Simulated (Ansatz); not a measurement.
`[SiH3][SbH][SiH3]` + `B[SiH2][SiH3]` → `B[SiH2][SiH2][SiH3]` + `[SiH3][SbH2]` at 500 K and 1 bar (formal exchange of groups at the Si–Sb bond).

Isolated molecules relaxed with PBE0-D4/def2-TZVP in Ansatz; ΔE leaves out vibrations. CCSD(T)/CBS adds triple-zeta CCSD(T) − MP2 to the extrapolated MP2 energy (def2 sets, frozen cores). def2 core potentials past Kr. For Sb outer-core shells are correlated without core-valence functions, which leaves a few kJ/mol of doubt a bond. One conformer a species, not always the lowest.

```tsv
species	CCSD(T)/CBS energy (Eh)	H − E (kJ/mol)	S (J/(mol·K))
`[SiH3][SbH][SiH3]`	-822.37750	197.1	440.5
`B[SiH2][SiH3]`	-607.10947	206.7	397.1
`B[SiH2][SiH2][SiH3]`	-897.39286	267.8	484.2
`[SiH3][SbH2]`	-532.08095	133.5	352.2
```

H − E and S are ideal-gas, rigid-rotor, harmonic terms from PBE0-D4/def2-TZVP, for one conformer and one mirror image of each species. 1 Eh = 2625.50 kJ/mol, R = 8.31446 J/(mol·K).

Question: By hand: ΔE, ΔH, ΔS and ΔG.

Answer: ΔE = (-897.39286) + (-532.08095) − (-822.37750) − (-607.10947) = 0.01316 Eh = 34.6 kJ/mol. Δ(H − E) = 267.8 + 133.5 − 197.1 − 206.7 = -2.5, so ΔH = 32.1 kJ/mol. ΔS = 484.2 + 352.2 − 440.5 − 397.1 = -1.2 J/(mol·K). ΔG = 32.1 − 500 × (-1.2)/1000 = 32.7 kJ/mol.

Question: By hand: the equilibrium constant, and the temperature at which ΔG would vanish if ΔH and ΔS stayed fixed.

Answer: log₁₀ K = −ΔG/(RT ln 10) = -3.4. ΔH and −TΔS have one sign here, so there is no such temperature. One of them is within its doubt of zero, so this could turn.

The number of gas molecules stays the same, so ΔS is small and ΔH decides. A doubt of 5 kJ/mol in ΔE shifts log₁₀ K by 0.5 here. Other conformers and mirror images would add mixing entropy, several J/(mol·K) or more a flexible species. Modes under 60 cm⁻¹, often nearly free rotors, make the harmonic entropy too high. These are equilibria of isolated gas molecules and say nothing of rates. Largest T1 diagnostic: 0.014 (customary marks: 0.02 for closed shells, 0.045 for open ones).
